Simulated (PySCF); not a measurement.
All values below come from B3LYP-D3(BJ)/def2-TZVP // PBE0-D4/def2-SVP (PySCF 2.14.0). Isolated molecules, 0 K electronic values unless said otherwise. One relaxed conformer stands for a flexible species; it need not be the lowest. B3LYP has the VWN-RPA correlation part, as in Gaussian. Excitations are Tamm–Dancoff values on a coarser integration grid. The basis has no diffuse functions, so Rydberg states are missing or too high.

Reference species (SMILES): `B[C@]12CC[C@](C=O)(CC1)C2` (neutral, multiplicity 1).

```json
{
  "S1–T1 gap (TDA)": "0.56 eV",
  "LUMO": "-1.83 eV",
  "T1 excitation (TDA)": "3.59 eV"
}
```

Changed species: `B[C@]1(C=O)[C@H]2CC[C@@H]1CC2`.

Q: Predict the effect on the S1–T1 gap (TDA), LUMO and T1 excitation (TDA).

A: the S1–T1 gap (TDA) falls by 0.15 eV, to 0.41 eV; the LUMO decreases by 0.20 eV, to -2.03 eV; the T1 excitation (TDA) drops by 0.08 eV, to 3.51 eV.
